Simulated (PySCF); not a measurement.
Input file for PySCF: R-B3LYP/LANL2DZ on H6Sb2 (a complex), monomers drawn apart or pushed together.

```python
from pyscf import gto, scf, dft, mp
from pyscf.data.elements import chemcore

mol = gto.M(
    atom='''
    Sb    0.34508430   -0.32204885   -0.42015014
    H     1.60686462   -0.27148723    0.73822168
    H    -0.44804208   -1.56964885    0.44635451
    H    -0.53277616    0.87792945    0.43116920
    Sb   -1.11489612    0.14139655    7.30888694
    H    -0.70854007    1.74623539    6.86940271
    H    -1.75353835    0.67170704    8.81217944
    H    -2.65016345    0.27571181    6.56199224
    ''',
    basis='lanl2dz',
    ecp={'Sb': 'lanl2dz'},
    charge=0, spin=0, verbose=3, max_memory=1800)
mf = dft.RKS(mol, xc='b3lyp')
mf.conv_tol = 1e-8
mf.max_cycle = 100
mf.kernel()
if not mf.converged:
    mf = mf.newton().run(mf.mo_coeff, mf.mo_occ)
```

Program output:

```
converged SCF energy = -14.3412277692971
```

The calculation finished and met its thresholds.

Cost: very roughly 1.6 core-seconds.
